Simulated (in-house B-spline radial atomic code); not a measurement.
## RPA and G0W0 on B3LYP (VWN-RPA): B IV (B3+)

Configuration 1s2, mean-field start B3LYP (VWN-RPA). Computed with a B-spline radial code for spherical atoms: all electrons, scalar-relativistic (spin-free one-electron X2C), finite nucleus, each spin shell either full or empty, empty states to l = 9 with an (l + 1/2)⁻⁴ tail; G0W0 by contour deformation at full frequency.

Command:
```bash
python run_gw.py task.json out
```
Settings (radii: box in bohr, nucleus in fm):
```
Z                        5
electrons                2
configuration            1s2
hamiltonian              x2c
method                   b3lyp
lmax                     9
rms_radius               2.406
spin_polarised           False
box_radius               14.14
intervals                71
ion_configuration        1s1
```

Time taken, with all properties: 1.3 s on 1 thread of Arm Neoverse V1, with other jobs on the host.

Energies (hartree):

```tsv
term	value
mean-field total	-22.02753
Hartree-Fock functional on these orbitals	-21.99143
direct second order	-0.092725
second-order exchange	0.046363
SOSEX correction	0.043986
```

(1) What is the RPA correlation energy, and what remains with SOSEX?

Quasi-particle levels (eV):

```tsv
level	occupied	mean field	Σx - vxc	Σc	QP weight	G0W0
1s	yes	-237.69	-22.14	?	?	?
2s	no	-43.27	5.80	-0.18	0.999	-37.65
```

G0W0 = mean field + (Σx - vxc) + Σc, with Σc (partial-wave tail included) taken at the quasi-particle energy.

(2) Where does G0W0 put 1s?

(3) What does it cost to remove one electron (to 1s1) by differences of total energies, each species on its own start (correlation terms add to the Hartree-Fock functional)?

Results:

(1) RPA gives -0.087971 hartree (-1.2 eV per electron); RPA + SOSEX gives -0.043985, and the second-order doubles -0.046362 hartree (no singles). SOSEX takes back 50 % of the RPA value, the self-correlation of each of the two electrons.

(2) At -259.08 eV, with Σc = 0.75 eV and a quasi-particle weight of 0.987. The tabulated removal energy is 259.374 eV (NIST, tabulated theory).

(3) B3LYP (VWN-RPA) 259.56 eV, Hartree-Fock functional 258.17 eV, + RPA 259.96 eV, + RPA + SOSEX 259.37 eV, + second order 259.43 eV. Tabulated: 259.374 eV (NIST, tabulated theory).
